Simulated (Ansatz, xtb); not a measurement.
**Two isomers of C4H10GeS**

Structure I is `S[C@@H]1CC[C@@H]1[GeH3]`, a singlet and structure II is `S[C]1([GeH3])CCC1`, a singlet. Both are isolated molecules in the gas phase, relaxed with PBE-D3(BJ)/def2-SVP; the shapes shown needn't be the lowest conformers.

I (Å):

```xyz
16

C    -0.3447   -0.5712    0.4251
C    -0.3869    0.9569    0.1881
C     0.9168    0.8243   -0.6413
C     0.6466   -0.7056   -0.7677
Ge   -0.1525   -1.2428   -2.4996
S    -1.9833   -1.3899    0.3980
H    -1.5406   -2.6454    0.6912
H     0.1522   -0.8113    1.3871
H    -1.2490    1.2417   -0.4493
H    -0.3814    1.6068    1.0847
H     0.9812    1.4190   -1.5756
H     1.8220    1.0375   -0.0368
H     1.5139   -1.3740   -0.5867
H     0.9623   -1.0746   -3.5738
H    -0.6134   -2.7222   -2.4905
H    -1.3359   -0.3158   -2.8790
```

II (Å):

```xyz
16

C    -0.2648   -0.8730   -0.5493
C     0.9978   -0.8657   -1.4615
C     0.4195    0.3805   -2.1804
C    -0.9744    0.0291   -1.6016
Ge    0.0509    0.0148    1.1996
S    -0.9198   -2.5620   -0.2503
H    -2.0088   -2.1928    0.4835
H     0.5340    1.4815    0.9880
H     1.1231   -0.7703    1.9953
H    -1.2850    0.0394    1.9921
H     1.9923   -0.7881   -0.9765
H     1.0060   -1.7535   -2.1287
H     0.5160    0.4172   -3.2830
H     0.8206    1.3249   -1.7617
H    -1.5698   -0.5952   -2.2988
H    -1.6163    0.8545   -1.2300
```

Quicker runs give these differences E(II) − E(I): GFN2-xTB +0.071 eV; HF/STO-3G +0.075 eV (at GFN2-xTB geometries); r2SCAN-D4/def2-SVP −0.039 eV (at GFN2-xTB geometries).

Question: Which of the two would you expect CCSD(T)/def2-SVP + ΔMP2/def2-TZVPP electronic energies to favour?

Answer: CCSD(T)/def2-SVP + ΔMP2/def2-TZVPP gives E(II) − E(I) = −0.004 eV, slightly favouring structure II, which is too small a margin to settle the true order.

Level by level:

```json
{"level": "GFN2-xTB", "geometry": "GFN2-xTB", "E(II) − E(I) (eV)": "+0.071", "departure from the last row (eV)": "+0.075", "job, with rough time for the two": "optimisation, 0.81 s"}
{"level": "HF/STO-3G", "geometry": "GFN2-xTB", "E(II) − E(I) (eV)": "+0.075", "departure from the last row (eV)": "+0.079", "job, with rough time for the two": "single point, 2.6 s"}
{"level": "r2SCAN-D4/def2-SVP", "geometry": "GFN2-xTB", "E(II) − E(I) (eV)": "−0.039", "departure from the last row (eV)": "−0.035", "job, with rough time for the two": "single point, 15 s"}
{"level": "PBE-D3(BJ)/def2-SVP", "geometry": "PBE-D3(BJ)/def2-SVP", "E(II) − E(I) (eV)": "+0.017", "departure from the last row (eV)": "+0.021", "job, with rough time for the two": "optimisation, 1.8 min"}
{"level": "HF/def2-SVP", "geometry": "PBE-D3(BJ)/def2-SVP", "E(II) − E(I) (eV)": "+0.045", "departure from the last row (eV)": "+0.049", "job, with rough time for the two": "part of the CCSD(T) run"}
{"level": "MP2/def2-SVP", "geometry": "PBE-D3(BJ)/def2-SVP", "E(II) − E(I) (eV)": "−0.016", "departure from the last row (eV)": "−0.012", "job, with rough time for the two": "part of the CCSD(T) run"}
{"level": "CCSD(T)/def2-SVP", "geometry": "PBE-D3(BJ)/def2-SVP", "E(II) − E(I) (eV)": "−0.004", "departure from the last row (eV)": "0.000", "job, with rough time for the two": "single point"}
{"level": "CCSD(T)/def2-SVP + ΔMP2/def2-TZVPP", "geometry": "PBE-D3(BJ)/def2-SVP", "E(II) − E(I) (eV)": "−0.004", "departure from the last row (eV)": "", "job, with rough time for the two": "single point, 5.4 min"}
```

As drawn, both hold the same kinds of bond in the same numbers.

The largest departure from CCSD(T)/def2-SVP + ΔMP2/def2-TZVPP is that of HF/STO-3G, 0.079 eV. The last row adds to CCSD(T) the change of the MP2 difference between the two basis sets, here 0.000 eV.

With thermal terms from frequencies at re-optimised GFN2-xTB minima (ideal gas, soft modes damped towards free rotors, one conformer each, 298.15 K, 1 atm): the zero-point term adds −0.023 eV; ΔH is −0.013 and ΔG −0.046 eV.

The correlated steps freeze 18 core orbitals; the filled d shell of Ge is correlated, in a basis made for valence electrons. Mirror images aren't counted in ΔG. Programs: Ansatz 0.2.0, xtb 6.7.1; the last row on 2 threads of Intel(R) Xeon(R) Processor @ 2.50GHz (Skylake/Cascade Lake) on a shared host.
